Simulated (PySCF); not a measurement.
# Tl²⁺: excitation energy

Tl²⁺ [Xe] 4f14 5d10 6s1 (2S) → Tl²⁺ [Xe] 4f14 5d10 6d1 (2D), as a difference of total energies. Computed with PySCF 2.14 in aug-cc-pVQZ-PP with ECP60MDF, with scalar relativity through the core potential. The calculations carry no spin-orbit coupling.

```json
{"method": "UHF", "excitation energy (eV)": "16.844"}
{"method": "LDA", "excitation energy (eV)": "18.449"}
{"method": "PBE", "excitation energy (eV)": "17.871"}
{"method": "PBE0", "excitation energy (eV)": "17.759"}
{"method": "r2SCAN", "excitation energy (eV)": "17.938"}
{"method": "B97-3", "excitation energy (eV)": "17.655"}
{"method": "wB97M-V", "excitation energy (eV)": "17.695"}
{"method": "MN15", "excitation energy (eV)": "18.564"}
```

The promoted electron is Rydberg-like, and one or two diffuse shells describe it only roughly, which tends to raise the upper state.
